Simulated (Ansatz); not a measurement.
How methods differ on GeS (germanium sulfide)

GeS has 2 atoms, charge 0, and is taken as a singlet. As SMILES, `[S+]#[Ge-]`. Geometry: the measured bond length.

| atom | x (Å) | y (Å) | z (Å) |
| --- | --- | --- | --- |
| S | 0.0000 | 0.0000 | 0.0000 |
| Ge | 0.0000 | 0.0000 | 2.0121 |

Quantity: the energy change with the S1–Ge2 bond stretched from 2.012 to 4.024 Å, in eV. The values are calculated.

```tsv
level	kind	program	value (eV)	less FCI/STO-3G	CPU time (all runs)
HF/STO-3G (restricted)	Hartree–Fock	Ansatz	8.51	+2.17	0.59 s
BLYP/STO-3G (restricted)	GGA	Ansatz	9.35	+3.01	23 s
PBE/STO-3G (restricted)	GGA	Ansatz	9.67	+3.33	37 s
revPBE/STO-3G (restricted)	GGA	Ansatz	9.50	+3.16	40 s
FCI/STO-3G	exact in the basis	Ansatz	6.34	0.00	5 s
```

FCI/STO-3G is exact within its basis and frozen core, so for wave-function methods in that basis the difference is their error; functionals converge differently with the basis, so for them it is only a difference. A spin-restricted reference rises too steeply as a bond breaks; here HF/STO-3G, BLYP/STO-3G, PBE/STO-3G, revPBE/STO-3G lie well above the multireference or unrestricted value. All-electron rows without a relativistic Hamiltonian named are non-relativistic. The first shape isn't each level's own minimum. The values span 6.34 to 9.67 eV. All rows use very small basis sets, so none should be taken for the real molecule's value. In so small a basis fixed costs decide the times, and correlated methods can beat functionals. Times are those of the runs behind each value, whatever else they computed, on shared processors of several kinds: orders of magnitude only.
